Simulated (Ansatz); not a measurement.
Ideal-gas functions of ClGeH3O2S (`[OH][Ge]([OH])([SH])[Cl]`) at 500 K and 1 bar, from an Ansatz frequency run at PBE0-D4/def2-TZVP.

Molar mass 175.15 g/mol, point group Cs (symmetry number 1), electronic degeneracy 1, moments of inertia 210.637, 277.631, 350.813 u Å². Harmonic wavenumbers (cm⁻¹, unscaled): 22, 111, 142, 192, 221, 234, 236, 267, 404, 429, 745, 756, 761, 916, 959, 2721, 3892, 3892.

Use S(trans) = R[1.5 ln M + 2.5 ln T − 1.1517]; rotational temperatures θ = 24.2544 K / I; S(rot) = R[ln(√π/σ · √(T³/θAθBθC)) + 1.5]; for each mode x = 1.438777 ν̃/T, S = R[x/(eˣ − 1) − ln(1 − e⁻ˣ)] and H = RT x/(eˣ − 1); 1 cm⁻¹ = 0.0119627 kJ/mol; R = 8.31446 J/(mol·K).

Question: By hand: the entropy, in J/(mol·K).

Answer: Translation 184.0. Rotation: θ = 0.1151, 0.0874, 0.0691 K, giving 125.0. Vibration, mode by mode: 31.26, 17.84, 15.81, 13.35, 12.22, 11.76, 11.69, 10.71, 7.52, 7.07, 3.40, 3.32, 3.28, 2.31, 2.09, 0.03, 0.00, 0.00, in all 153.7. Electronic 0.0. Sum 462.7 J/(mol·K).

Question: By hand: H − E and G − E in kJ/mol, counted from the electronic energy.

Answer: Zero-point energy ½ × 16900 × 0.0119627 = 101.1; thermal vibration 35.0; translation, rotation and pV give 4 RT = 16.6. H − E = 152.7 kJ/mol, and G − E = 152.7 − 500 × 462.7/1000 = -78.7 kJ/mol.

Vibration gives 33 % of the entropy, 64.9 J/(mol·K) of it from the modes under 150 cm⁻¹: soft modes count most, and the harmonic formula is weakest for them. The sum counts one conformer and one mirror image; others add a mixing term.
